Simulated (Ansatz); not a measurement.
Abridged output of a molecular run in Ansatz:

```
Functional definition: HF
1771 factors; integrals over basis functions are off by at most 7.2e-4 eV
mean field evaluation 1: about -20858.7799 eV, gradient 8.6e1 eV
mean field evaluation 2: about -20859.2307 eV, gradient 8.6e1 eV
mean field evaluation 4: about -20871.1377 eV, gradient 2.3e1 eV
mean field evaluation 8: about -20872.2592 eV, gradient 1.4e0 eV
mean field evaluation 16: about -20872.2658 eV, gradient 2.8e-6 eV
mean field -20872.26578669 eV, -767.0416199309 hartree, gradient 2.9e-6 eV, S^2 0.000000; 0 other end points of the search recorded, 0 dependent functions left out; unrestricted orbitals would lower it
9 core orbitals not correlated: weight in the atoms' cores, before any rotation towards them, 1.000 or more for the frozen orbitals, at most 0.000 for the correlated occupied ones
reference -20872.26578669 eV, -767.0416199309 hartree; 24, 24 occupied and 245, 245 virtual orbitals, 1771 factors
second order -48.90042895 eV of doubles, -0.00000000 eV of singles
cycle   1  -43.66569677 eV  change     5.2e0 eV  update   3.9e-1
cycle   2  -46.18141781 eV  change    -2.5e0 eV  update   3.5e-1
cycle   3  -46.72491387 eV  change   -5.4e-1 eV  update   6.2e-2
cycle   4  -46.84192926 eV  change   -1.2e-1 eV  update   3.4e-2
cycle   5  -46.79386248 eV  change    4.8e-2 eV  update   1.2e-2
cycle   6  -46.78750639 eV  change    6.4e-3 eV  update   5.3e-3
cycle   7  -46.79184535 eV  change   -4.3e-3 eV  update   2.5e-3
cycle   8  -46.79085408 eV  change    9.9e-4 eV  update   1.2e-3
cycle   9  -46.79005962 eV  change    7.9e-4 eV  update   4.0e-4
cycle  10  -46.79066888 eV  change   -6.1e-4 eV  update   2.3e-4
cycle  11  -46.79079861 eV  change   -1.3e-4 eV  update   1.1e-4
cycle  12  -46.79056021 eV  change    2.4e-4 eV  update   7.0e-5
cycle  13  -46.79062997 eV  change   -7.0e-5 eV  update   3.7e-5
cycle  14  -46.79058791 eV  change    4.2e-5 eV  update   2.1e-5
perturbative correction -2.78129858 eV, -0.1022108377 hartree
Total energy: -20921.83767318 eV, -768.8633531584 hartree
```

Its atoms:

```xyz
10

O    -0.2500    1.9170    0.1883
Mo   -0.4999    0.1801   -0.4189
O     1.0105   -0.1284    0.8980
O     0.6919   -0.5220   -1.6812
O    -1.4459   -1.0306    0.6516
S    -2.0677    0.5316   -1.7788
H     0.4670    1.9016    0.8420
H     1.4624   -0.9391    1.1363
H     1.5537   -0.6606   -1.2694
H    -0.9220   -1.2494    1.4321
```

Question: Which basis set was used?
A. cc-pV(D+d)Z
B. def2-SVP
C. def2-TZVPP
D. def2-QZVPP

Answer: C. It gives 278 functions.

Question: Write the keys of the input that set method, charge and spin (a neutral closed shell needs none for the last two).

Answer: 
```yaml
correlation: {method: ccsd_t}
```
